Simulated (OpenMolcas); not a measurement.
## Mg+: effect of the IPEA shift

| Item | Value |
| --- | --- |
| Program | OpenMolcas 26.06 |
| Basis | ANO-RCC-VTZP [5s4p2d1f] |
| Scalar Hamiltonian | DKH2, point nucleus |
| Active space | 1 electron in 4 orbitals (3s 3p) |
| State averaging | 2S+1 = 2 even, 1 root; 2S+1 = 2 odd, 3 roots |
| Spin-orbit coupling | state interaction with AMFI integrals over the reference wave functions, term energies averaged over their components |

Methods on the same reference wave functions:
A. CASSCF
B. SS-CASPT2, IPEA 0 Eh, imaginary shift 0.1 Eh (closed shells correlated: 2s 2p)
C. SS-CASPT2, IPEA 0.25 Eh, imaginary shift 0.1 Eh (closed shells correlated: 2s 2p)

Energies in cm-1 above 3s 2S 1/2, the measured ground level; measured values from NIST Handbook of Basic Atomic Spectroscopic Data.

```csv
Level,A,B,C,Measured
3s 2S 1/2,0.0,0.0,0.0,0.0
3p 2P* 1/2,34620,35348,35334,35669
3p 2P* 3/2,34690,35418,35403,35761
```

Deviations, from unrounded energies. A percentage is the sum of absolute deviations over the sum of measured energies, with the sign that they share, or ± where signs differ.

```csv
Against measurement,Levels,A,B,C
mean absolute deviation (cm-1),2,1100,330,350
other configurations (%),2,-3.0,-0.9,-1.0
```

B, C lie about equally close to measurement and A furthest from it. The largest miss of B in the table is 3p 2P* 3/2, by -340 cm-1. The ranking rests on the paired levels alone, and a cruder setting can come out closer through cancelling errors.

Between B and C the level of the table that moves most is 3p 2P* 1/2, by 14 cm-1 (lowest in C, highest in B).

The lowest spin-free term lies below A's lowest term by 0.237 hartree in B, 0.237 hartree in C.

ANO sets are built for ground and valence states and can reach diffuse excited orbitals poorly. With one active electron the reference holds no correlation, so core polarisation is missing (holds for A). With one active electron, CASPT2 adds the correlation within the correlated inactive shells and between them and that electron, and leaves the splitting within a term as the reference gives it (holds for B; C). Measured partners are found by configuration, term and J. A level has none where our copy of the source lacks it or the pairing is in doubt (some pairs that miss far off the trend of their configuration count as doubtful), and it then counts in no deviation. Levels of configurations outside the active space are missing.

* marks odd parity.
